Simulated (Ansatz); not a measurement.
Cl2FH3Si2, SMILES `F[SiH2][SiH](Cl)Cl` at its PBE0-D4/def2-TZVP geometry, where that method's forces vanish. Total charge 0; spin multiplicity 1.

```xyz
8

F     0.8779   -0.6796   -1.9516
Si   -0.4022   -0.5926   -0.9952
Si    0.2047    0.5260    0.9765
Cl    0.8527    2.4138    0.5133
Cl    1.7088   -0.5081    1.9072
H    -0.8574   -1.9717   -0.6874
H    -1.4725    0.1532   -1.7038
H    -0.9120    0.6590    1.9411
```

What forces (eV/Å) does B3LYP-D4/def2-TZVPP give on these atoms in the Gaussian-basis code of Ansatz? (Best estimate.)

The calculation gave: 
```
F1   0.162 -0.009 -0.117
Si2 -0.270 -0.046  0.067
Si3 -0.278 -0.061  0.042
Cl4  0.070  0.226 -0.056
Cl5  0.174 -0.128  0.113
H6   0.023  0.079 -0.024
H7   0.059 -0.049  0.037
H8   0.060 -0.011 -0.061
```

B3LYP here is the variant with VWN-RPA as its local correlation; programs differ in this.
